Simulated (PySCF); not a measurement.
A PySCF script (with the pyscf-properties extension) for the NMR shieldings of `C(N=C)[Si@@H](Cl)/C=C/C#N`, C$_{5}$H$_{7}$ClN$_{2}$Si, on a GFN2-xTB geometry:

```python
import basis_set_exchange as bse
import numpy as np
from pyscf import gto, dft
from pyscf.prop import nmr

atoms = """
C    -2.053781    1.727750   -0.209611
N    -1.036674    1.094636   -0.575484
C    -1.145121   -0.229122   -1.088899
Si   -0.388971   -1.455256    0.182104
Cl   -0.386337   -3.301554   -0.639844
C     1.385338   -0.944881    0.558926
C     1.845360    0.300474    0.400539
C     3.174172    0.659789    0.696165
N     4.256763    0.951536    0.939553
H    -3.076959    1.342468   -0.274760
H    -1.924019    2.720612    0.193573
H    -2.182612   -0.509436   -1.328053
H    -0.557771   -0.270868   -2.009879
H    -1.192512   -1.470968    1.406850
H     2.069106   -1.700338    0.929994
H     1.206419    1.094101    0.033570
"""
names = dict.fromkeys(["C", "N", "Si", "Cl", "H"], "pcSseg-1")
basis = {el: gto.basis.parse(bse.get_basis(n, elements=[el], fmt="nwchem")) for el, n in names.items()}
mol = gto.M(atom=atoms, basis=basis, charge=0, verbose=0)
mf = dft.RKS(mol, xc="PBE0")
mf.grids.level = 2
mf.grids.alignment = dft.numint.BLKSIZE   # the property module wants whole blocks of grid points
mf.conv_tol = 1e-9
mf.kernel()

calc = nmr.RKS(mf)   # GIAO
C = mf.mo_coeff
Co = C[:, mf.mo_occ > 0]
resp = mf.gen_response(singlet=True, hermi=2)
def vind(x):   # induced exchange potential for any number of trial vectors
    d = np.einsum("pi,xij,qj->xpq", C, 2 * x.reshape(-1, C.shape[1], Co.shape[1]), Co, optimize=True)
    return np.einsum("xpq,pi,qj->xij", resp(d - d.transpose(0, 2, 1)), C, Co, optimize=True).ravel()
mo1, _ = nmr.rhf.solve_mo1(calc, with_cphf=vind)
sigma = calc.kernel(mo1)
for i, s in enumerate(sigma):   # ppm
    print("%2d %-2s %9.2f" % (i, mol.atom_pure_symbol(i), np.trace(s) / 3))
```

**Question.** What are the results?

**Answer.** 
```
 0 C      29.27
 1 N    -123.06
 2 C     126.18
 3 Si    357.08
 4 Cl    972.50
 5 C      28.40
 6 C      57.77
 7 C      64.51
 8 N     -57.33
 9 H      23.98
10 H      24.52
11 H      28.07
12 H      27.23
13 H      26.53
14 H      24.57
15 H      24.13
```

These numbers come from an equivalent density-fitted implementation of the same equations, which agrees with the script to about 0.01 ppm for H and up to a few tenths of a ppm for heavy atoms, so last digits may differ.

**Question.** Turn these shieldings into chemical shifts. Chemical shifts δ = σref − σ; $^{13}$C (186.93 ppm) and $^{29}$Si (349.16 ppm) and $^{1}$H (31.72 ppm) against TMS; $^{15}$N (267.73 ppm) vs NH3; $^{35}$Cl (949.78 ppm) against HCl, all at this level.

**Answer.** Averaging equivalent atoms: C 5: 158.5; C 0: 157.7; C 6: 129.2; C 7: 122.4; C 2: 60.7; N 1: 390.8; N 8: 325.1; Si 3: -7.9; Cl 4: -23; H 9: 7.74; H 15: 7.59; H 10: 7.20; H 14: 7.15; H 13: 5.18; H 12: 4.49; H 11: 3.64 ppm. Experimental scales use liquid or dissolved standards, which lie at an offset from isolated NH3 (liquid NH3: subtract about 20 ppm). Unscaled 15N shifts of sp2 nitrogen come out 20 to 40 ppm too high even then.

Size and cost of the density-fitted run: 202 basis functions, 67 s wall time on 1 thread of an Arm Neoverse N1, shared host; peak memory 0.84 GiB.
